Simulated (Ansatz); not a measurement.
# One elementary step

Start structure (SnSiNH9, singlet), relaxed at PBE0-D4/def2-TZVP:

```tsv
atom	x (Å)	y (Å)	z (Å)
Sn1	-1.5359	-0.2014	-0.6004
Si2	-0.0306	-1.1566	1.2249
H3	-0.8749	-0.4500	-2.1567
H4	-3.0870	-0.9422	-0.6044
H5	-1.7981	1.4740	-0.3866
H6	2.2697	0.9134	-0.0272
N7	1.4120	1.1622	-0.5048
H8	0.3841	-0.0835	2.1669
H9	1.1848	-1.7679	0.6250
H10	-0.7239	-2.2121	2.0174
H11	1.6053	1.1449	-1.4988
H12	1.1945	2.1194	-0.2555
```

The step: SnSiH₆ ([SiH3][SnH3]) + NH₃ → SnNH₅ ([NH2][SnH3]) + SiH₄; bonds formed: Sn1–N7, Si2–H6; bonds broken: Sn1–Si2, H6–N7. Ansatz 0.2.0; basis: def2-TZVPP and def2-QZVPP; cores frozen in the correlated methods. Filled d shells of the heavier atoms are correlated. Core potentials replace the inner electrons of the atoms past krypton. The def2 sets are not built for correlating such inner shells, so the correlated values are less sure here. Extrapolation: Hartree–Fock as exp(−7.88 √X), correlation as X^−2.97. Energies below are by CCSD(T) at an estimated basis limit (MP2 extrapolated from triple and quadruple zeta, plus CCSD(T) − MP2 in triple zeta).

What are the electronic barrier and the energy of the step, from the start structure to the end structure? (Judge from chemistry; the value comes from the calculation.)

Computed: Barrier 204.9 kJ/mol; step energy 50.8 kJ/mol (uphill); reverse barrier, their difference, 154.1 kJ/mol. Barrier and step energy count from the start structure, the reverse barrier from the end structure.

The saddle point: One imaginary mode of 749i cm⁻¹.
```tsv
pair	start (Å)	saddle (Å)	end (Å)
Sn1–N7	3.25	2.14	2.03
Si2–H6	3.34	2.03	1.48
Sn1–Si2	2.55	3.45	4.17
H6–N7	1.01	1.19	3.22
```

Zero-point energy (harmonic, PBE0-D4): ZPE is 212.8 kJ/mol at the start and 198.9 kJ/mol at the saddle, so the barrier goes from 204.9 to 191.1 kJ/mol.

No T1 diagnostic of these runs exceeds 0.014.

Labels in which every atom is bracketed show which atoms are joined, not bond orders.

For scale, one of the runs: CCSD(T)/def2-TZVPP, 249 basis functions, launched by `ansatz run in.yaml --threads 8 --pin off --events-out ev --progress --plain --max-ram 19148MiB`. Hardware: 8 CPU threads of an AMD EPYC 9R45, shared host. Wall time 25 s; peak host memory 5.5 GiB.
